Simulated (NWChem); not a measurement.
# SiCl2F2; SMILES F[Si](F)(Cl)Cl

Results from NWChem. The geometry was optimised at PBE0/def2-SVP. Level: PBE0/def2-SVP with SMD (1 M gas to 1 M solution), gas-phase geometry. Reactions with the solvent are ignored.

### Question
Predict the results for solvent n-hexane. Quantities: solvation free energy (kcal/mol); cavity-dispersion-structure term (kcal/mol); dipole in solution (D).

### Answer
* **solvation free energy (kcal/mol)**: -2.2
* **cavity-dispersion-structure term (kcal/mol)**: -1.7
* **dipole in solution (D)**: 0.75
